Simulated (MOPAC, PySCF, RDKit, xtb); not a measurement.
Dimer: H2 (SMILES [H][H]) (first 2 atoms) with CH3NO (SMILES NC=O); geometry from B3LYP-D3(BJ)/def2-TZVP, rigid monomers moved along the line of their centres of mass till H1···O5 is 2.36 Å.
(charge 0, multiplicity 1):
```json
[
 {"atom": "H", "x (Å)": "-0.3146", "y (Å)": "-0.2150", "z (Å)": "0.4739"},
 {"atom": "H", "x (Å)": "0.0056", "y (Å)": "-0.0064", "z (Å)": "-0.1675"},
 {"atom": "N", "x (Å)": "0.9591", "y (Å)": "0.6830", "z (Å)": "3.0453"},
 {"atom": "C", "x (Å)": "-0.1155", "y (Å)": "-0.0300", "z (Å)": "3.4615"},
 {"atom": "O", "x (Å)": "-0.9070", "y (Å)": "-0.5827", "z (Å)": "2.7313"},
 {"atom": "H", "x (Å)": "1.1391", "y (Å)": "0.7792", "z (Å)": "2.0590"},
 {"atom": "H", "x (Å)": "1.5801", "y (Å)": "1.1198", "z (Å)": "3.7029"},
 {"atom": "H", "x (Å)": "-0.2017", "y (Å)": "-0.0588", "z (Å)": "4.5631"}
]
```

Counterpoise-corrected where a basis set is named; no monomer relaxation. Rows marked so take none. RDKit's UFF carries no charges.

Rows in 3-21G carry no dispersion term and start afresh at each structure. The state that PM6 reach isn't checked.

Codes used: MOPAC for PM6 (differences of heats of formation); PySCF for 3-21G rows; RDKit for the force fields; xtb for the GFN methods. 

One of these levels gives 1.12 kcal/mol for the interaction energy. Name it.
A. GFN1-xTB
B. UFF
C. PM6
D. B3LYP/3-21G (no counterpoise)

B, UFF. The others give -0.33 (PM6), -0.67 (GFN1-xTB), -3.54 (B3LYP/3-21G (no counterpoise))
